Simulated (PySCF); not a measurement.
## Computed properties of Si(H)(F)(OH)(NMe2) (C2H8FNOSi), SMILES CN(C)[SiH](O)F

Si(H)(F)(OH)(NMe2) (C₂H₈FNOSi), SMILES CN(C)[SiH](O)F. The structure is a stationary point at PBE0-D3(BJ)/def2-SVP. Other conformers were not sampled. All values are computed for the isolated molecule unless a solvent is named; none is compared with measurement here.

**Structure.** All 36 harmonic modes at PBE0-D3(BJ)/def2-SVP (PySCF) are real, so it is a minimum. With heavy atoms numbered as in [SiH:1]([OH:2])([F:3])[N:4]([CH3:5])[CH3:6], the shortest bond between them is N4–C6 at 1.442 Å and the longest Si1–N4 at 1.715 Å.

**Vibrations.** The strongest infrared lines (harmonic, unscaled, degenerate partners summed) lie at 880 cm⁻¹ (280 km/mol, Si 36 %, H 35 %, F 16 %, O 11 %), 969 cm⁻¹ (203 km/mol, Si 50 %, O 26 %, F 14 %, H 9 %), 2307 cm⁻¹ (143 km/mol, H 97 %). The softest mode is at 54 cm⁻¹ and the zero-point energy is 68.8 kcal/mol.

**Electronic structure.** ωB97X/def2-TZVP (PySCF) places the frontier levels at -9.13 and 2.86 eV, a gap of 11.99 eV, and gives a dipole moment of 2.44 D and a mean polarisability of 58.7 bohr³. PBE/def2-TZVP (PySCF) at the same geometry gives -5.40 and -0.09 eV, so its gap is 6.68 eV narrower. An orbital gap is neither the optical nor the fundamental gap.

**Excitations.** TDDFT-B3LYP/def2-SVPD (PySCF) has S1 at 5.68 eV (218 nm, f = 0.008, weak); the most intense of the 10 singlets computed lies at 7.14 eV (f = 0.06). T1 (TDA) is at 5.56 eV. TDDFT-PBE/def2-SVPD (PySCF) puts S1 at 5.06 eV. No vertical singlet excitation falls in the visible range (under 3.1 eV).

**NMR.** GIAO shifts at PBE0/pcSseg-1 (PySCF) (non-relativistic, atoms alike by connectivity averaged): ¹³C at 37.9 ppm against TMS; ¹H from 1.8 to 4.8 ppm against TMS; ²⁹Si at -41.1 ppm against TMS; ¹⁹F at -160.0 ppm against CFCl3.

**Solvation.** SMD-M06-2X/def2-SVP (PySCF) gives -3.1 kcal/mol in water, -4.4 kcal/mol in ethylethanoate, -5.0 kcal/mol in acetonitrile (1 M in both phases, gas-phase geometry); of these solvents acetonitrile holds the molecule best.
